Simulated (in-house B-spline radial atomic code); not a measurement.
BLYP excitations of F5+

Method: BLYP. Computed with a B-spline radial code for spherical atoms: linear response of the closed shell [He] 2s2 with the functional's adiabatic kernel; non-relativistic, point nucleus, no spin-orbit coupling, no double excitations, S, P, D and F terms only.

Command:
```bash
python run_td.py task.json out
```
Settings (radii: box in bohr, nucleus in fm):
```
Z                        9
electrons                4
configuration            [He] 2s2
hamiltonian              nr
method                   b88,lyp
box_radius               16.35
intervals                48
```

Time taken, with all properties: 0.1 s on 1 thread of Intel(R) Xeon(R) 6975P-C (Granite Rapids) (shared host).

The lowest states, in the order of their Tamm-Dancoff energies; the method's threshold (minus the highest occupied level) is 144.00 eV. Labels give the largest channel, * marks a mixed state, and oscillator strengths are full-response dipole values. Semilocal kernels can invert the small singlet-triplet splittings of Rydberg terms. Energies in eV:

```csv
state,full response,Tamm-Dancoff,oscillator strength
2s → 2p 3P,8.164,9.944,-
2s → 2p 1P,21.141,22.198,0.418
2s → 3s 3S,88.67,88.69,-
2s → 3s 1S,91.63,91.67,-
2s → 3p 3P,92.95,92.97,-
2s → 3p 1P,94.34,94.34,0.445
2s → 3d 3D,95.47,95.55,-
2s → 3d 1D,98.03,98.03,-
2s → 4s 3S,116.47,116.48,-
2s → 4s 1S,117.30,117.32,-
2s → 4p 3P,118.14,118.15,-
2s → 4p 1P,?,?,?
2s → 4d 3D,119.28,119.30,-
2s → 4d 1D,119.95,119.95,-
2s → 4f 3F,?,?,-
2s → 4f 1F,120.62,120.62,-
```

(1) Where does 2s → 4f 3F lie?

(2) Where does 2s → 4p 1P lie?

(3) How large is the singlet-triplet splitting of 2s → 2p (P terms) in Tamm-Dancoff?

(4) What polarisabilities and dispersion coefficient does the method give?

Answers

(1) At 120.33 eV in full response, 120.33 eV in Tamm-Dancoff.

(2) At 118.52 eV in full response, 118.52 eV in Tamm-Dancoff, oscillator strength 0.12.

(3) 12.3 eV, from the unrounded values.

(4) Dipole 0.7544 bohr³, quadrupole 0.2117 bohr⁵, C6 0.3767 hartree·bohr⁶ for two such species.
